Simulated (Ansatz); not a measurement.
Ansatz (a quantum-chemistry and plane-wave program) input:

Ansatz 0.2 input:
```yaml
crystal:
  periodic: [false, false, false]
  atoms:
    - {symbol: B, position_ang: [0.00614704, 0.01430385, -0.00342197]}
    - {symbol: O, position_ang: [0.68812319, 1.12824280, 0.38642662]}
    - {symbol: C, position_ang: [0.17188749, 2.42808407, 0.19910459]}
    - {symbol: O, position_ang: [0.53718283, -1.22285201, 0.20238186]}
    - {symbol: C, position_ang: [1.80748765, -1.41087544, 0.78789115]}
    - {symbol: O, position_ang: [-1.22116476, 0.13074104, -0.59072448]}
    - {symbol: C, position_ang: [-1.95842952, -1.00935977, -0.97351798]}
    - {symbol: H, position_ang: [0.47562448, 3.03003356, 1.05710142]}
    - {symbol: H, position_ang: [0.59198154, 2.85805332, -0.71367102]}
    - {symbol: H, position_ang: [-0.91531125, 2.41111916, 0.11858642]}
    - {symbol: H, position_ang: [2.10579689, -0.53757411, 1.36854651]}
    - {symbol: H, position_ang: [2.54601736, -1.58888896, 0.00205201]}
    - {symbol: H, position_ang: [1.74683599, -2.28838826, 1.43393883]}
    - {symbol: H, position_ang: [-1.33882675, -1.69766697, -1.55103937]}
    - {symbol: H, position_ang: [-2.33357268, -1.53467811, -0.09206353]}
    - {symbol: H, position_ang: [-2.79515925, -0.65994833, -1.57911601]}
basis:
  gaussian:
    orbitals: def2-TZVP
hamiltonian:
  xc: b3lyp
  dispersion: d3bj
relax: {f_tol: 0.002, max_steps: 150}
```

What final total energy does it print?

-370.56441 Eh (B3LYP-D3(BJ)/def2-TZVP). The basis has 271 functions. The run takes about 5 core-minutes (a rough figure).
